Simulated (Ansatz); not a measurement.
Conformers of BrH2InO2 (`[OH][In]([OH])[Br]`), each relaxed with PBE0-D4/def2-TZVP in Ansatz. CBS adds the triple-zeta coupled-cluster correction to the MP2 limit.

Elements past krypton have def2 core potentials. Outer-core shells of Br, In are correlated without core-valence functions. Scalar relativity is left out up to krypton. Spin–orbit coupling is left out.

Not all of them had a frequency check.

Conformer A:

Cartesian coordinates in Å:
```
O -0.820 -1.386 0.739
In 0.234 0.254 0.432
O 0.476 1.013 -1.374
Br 1.263 1.369 2.328
H -1.179 -1.756 -0.071
H 0.026 0.506 -2.055
```

Conformer B:

Cartesian coordinates in Å:
```
O 0.342 -0.752 1.463
In -0.257 -0.008 -0.262
O 0.856 1.374 -1.104
Br -2.315 -0.767 -1.332
H -0.257 -1.421 1.805
H 1.632 1.573 -0.571
```

(1) Which is lowest in electronic energy at CCSD(T)/CBS (frozen core, def2 sets), and by how much? (Best estimate.)

(2) Give the energies relative to B (kJ/mol) with PBE-D4/def2-TZVPP, B2PLYP/def2-TZVPP, PBE0/def2-TZVPP, CCSD/def2-TZVPP, HF/def2-QZVPP, MP2/def2-QZVPP, SCS-MP2/def2-QZVPP. (Estimate.)

## Answers

(1) Computed: B; A lies 5.2 kJ/mol higher.

(2) The calculation gave: 
| level | A |
| --- | --- |
| PBE-D4/def2-TZVPP | 6.2 |
| B2PLYP/def2-TZVPP | 5.9 |
| PBE0/def2-TZVPP | 6.3 |
| CCSD/def2-TZVPP | 5.8 |
| HF/def2-QZVPP | 5.8 |
| MP2/def2-QZVPP | 5.1 |
| SCS-MP2/def2-QZVPP | 5.1 |
